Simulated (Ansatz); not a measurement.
Reaction (substitution at a C–O bond): `COC(N)O` + `[SiH3]S` → `NC(O)S[SiH3]` + CH₃OH

Gas-phase electronic energies from Ansatz, PBE0-D4/def2-TZVP geometries. CBS: MP2 limit from def2 TZ/QZ plus the TZ coupled-cluster correction, frozen cores. This one scheme is used for every species. DFT in def2-TZVPP. One conformer a species, not always the lowest.

(1) Is it downhill or uphill in electronic energy at CCSD(T)/CBS, and by how much? (An estimate is asked.)

(2) What do these levels give: PBE-D4, r2SCAN-D4, PBE0-D4, r2SCAN, PBE0, SCS-MP2/def2-QZVPP? (Best estimate.)

Largest T1 diagnostic among the species: 0.012.

Answers

(1) Ansatz gave: Uphill: ΔE = +4.2 kcal/mol.

(2) The calculation gave: PBE-D4 3.0, r2SCAN-D4 4.9, PBE0-D4 4.1, r2SCAN 5.1, PBE0 4.9, SCS-MP2/def2-QZVPP 4.1 kcal/mol.

The D4 term adds −1.6 kcal/mol with B3LYP and −0.8 kcal/mol with PBE0; it sums over pairs of atoms, weighted by their polarisabilities, and B3LYP, whose exchange is more repulsive, gets the larger term. In def2-TZVPP, CCSD(T) changes the Hartree–Fock value by −3.7 kcal/mol (the triples alone add −0.8 kcal/mol) and MP2 by −5.3 kcal/mol. From PBE to PBE0 (25 % exact exchange), in def2-TZVPP and without D4, ΔE moves by +1.0 kcal/mol.

B3LYP here is the variant with VWN-RPA as its local correlation; programs differ in this.
